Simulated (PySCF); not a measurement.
Species: C₄H₁₂NSi (doublet state).
Z-matrix (Å and degrees, GFN2-xTB geometry), rows numbered from 1:
```
C 
C   1  1.5334
C   2  1.5314  1  110.75
N   2  1.4026  1  114.88  3  -123.87
C   2  1.5631  1  110.27  3   122.03
Si  5  1.9097  2  117.57  1   -61.68
H   1  1.0889  2  109.40  3    64.69
H   1  1.0893  2  110.71  3  -175.78
H   1  1.0867  2  110.84  3   -55.01
H   3  1.0873  2  109.22  1   -64.16
H   3  1.0862  2  110.81  1    55.92
H   3  1.0860  2  109.91  1   177.35
H   4  1.0174  2  111.82  1   -28.71
H   5  1.0918  2  107.35  1   175.32
H   5  1.0933  2  107.86  1    61.24
H   6  1.4643  5  111.11  2    61.32
H   6  1.4649  5  105.56  2   179.34
H   6  1.4622  5  111.61  2   -61.69
```

The hyperfine couplings belong to this conformer and change with its torsions.

Identity: `CC(C)([NH])C[SiH3]` [radical].

Computed, not measured: UKS B3LYP, pcH-1 on C H N Si, non-relativistic, mean-field spin-orbit, GIAO in PySCF 2.14.0. One conformer (not necessarily the lowest) at the GFN2-xTB geometry, without solvent, vibrations or thermal averaging. GFN2-xTB frequencies show an imaginary mode (25i cm⁻¹), so this geometry is no minimum at that level. A GFN2-xTB geometry isn't a minimum of the functional, and hyperfine couplings can be far from their values at a DFT geometry. The SCF solution wasn't tested for stability.

Task: Predict the first-order ENDOR lines of N4, H13 and H16/H17/H18 under fast tumbling at B = 3359.6 mT (W band).

Result: ν± = |νn ± a/2|, one line for each electron-spin manifold; νn = |g_N| × 7.62259 MHz/T × B.

```tsv
nuclei	isotope	g_N	νn (MHz)	a_iso (MHz)	lower line (MHz)	upper line (MHz)
N4	14N	0.4038	10.34	30.98	5.15	25.83
H13	1H	5.5857	143.04	-57.30	114.39	171.70
H16/H17/H18	1H	5.5857	143.04	3.75	141.17	144.92
```

Task: Which pairs are centred on the nuclear Larmor frequency, and which on half the coupling?

Result: Centred on νn, since |a| < 2νn: H13 and H16/H17/H18. Centred on |a|/2 and split by 2νn: N4.

Class means assume fast exchange of nuclei equivalent by connectivity; if that motion is slow, each nucleus keeps its own coupling. The three 1H nuclei of mean +3.8 MHz run from -0.8 to 12.8 MHz in the frozen geometry.
